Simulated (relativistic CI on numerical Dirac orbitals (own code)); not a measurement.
d7 in a ligand field

Computed with a parametric ligand-field model of a d^n configuration (Racah B and C, spin-orbit zeta, crystal field), exact diagonalisation.

Field parameters in Wybourne normalisation: Oh B⁴₀ = 21Dq, B⁴₄ = √(5/14) B⁴₀; Td as Oh with Dq negative (B⁴₀ = 21Dq, B⁴₄ = √(5/14) B⁴₀). The field is a parameter set, without covalency.

Lowest levels for B = 450, C = 1940, ζ = 2450 cm⁻¹, Oh, 10Dq = 35100 cm⁻¹?

Γ8 0 (S 0.52), Γ6 23656 (S 1.49), Γ8 24813 (S 1.46), Γ7 27656 (S 1.50), Γ8 27742 (S 1.49), Γ8 32410 (S 0.53), Γ8 34542 (S 0.55), Γ7 34752 (S 0.51), Γ6 35044 (S 0.52) cm⁻¹, with S from ⟨S²⟩ = S(S + 1). The ground level has 1.03 electrons in the cubic e pair.

Lowest levels for B = 1000, C = 5060, ζ = 60 cm⁻¹, Oh, 10Dq = 28450 cm⁻¹?

Γ8 0 (S 0.50), Γ6 5062 (S 1.50), Γ8 5100 (S 1.50), Γ7 5164 (S 1.50), Γ8 5165 (S 1.50), Γ8 25069 (S 0.50), Γ6 25108 (S 0.50), Γ8 26189 (S 0.50), Γ7 26220 (S 0.50) cm⁻¹, with S from ⟨S²⟩ = S(S + 1). The ground level has 1.04 electrons in the cubic e pair.

Lowest levels for B = 700, C = 2520, ζ = 510 cm⁻¹, Oh, 10Dq = 8950 cm⁻¹?

Γ6 0 (S 1.50), Γ8 321 (S 1.49), Γ8 802 (S 1.48), Γ7 964 (S 1.50), Γ8 4298 (S 0.55), Γ6 8404 (S 1.49), Γ8 8435 (S 1.48), Γ8 8473 (S 1.48), Γ7 8720 (S 1.49) cm⁻¹, with S from ⟨S²⟩ = S(S + 1). The ground level has 2.07 electrons in the cubic e pair.

Lowest levels for B = 990, C = 4180, ζ = 360 cm⁻¹, Oh, 10Dq = 15050 cm⁻¹?

Γ6 0 (S 1.50), Γ8 236 (S 1.50), Γ8 606 (S 1.49), Γ7 662 (S 1.50), Γ8 5316 (S 0.51), Γ6 13791 (S 1.50), Γ8 13805 (S 1.50), Γ8 13887 (S 1.49), Γ7 14023 (S 1.50) cm⁻¹, with S from ⟨S²⟩ = S(S + 1). The ground level has 2.06 electrons in the cubic e pair.

Lowest levels for B = 330, C = 1280, ζ = 550 cm⁻¹, Td, 10Dq = -10200 cm⁻¹?

Γ8 0 (S 1.50), Γ8 6157 (S 0.55), Γ6 6490 (S 0.52), Γ8 6636 (S 0.52), Γ7 9526 (S 0.59), Γ8 9828 (S 0.86), Γ6 10180 (S 1.49), Γ8 10186 (S 1.47), Γ7 10529 (S 1.47) cm⁻¹, with S from ⟨S²⟩ = S(S + 1). The ground level has 3.99 electrons in the cubic e pair.
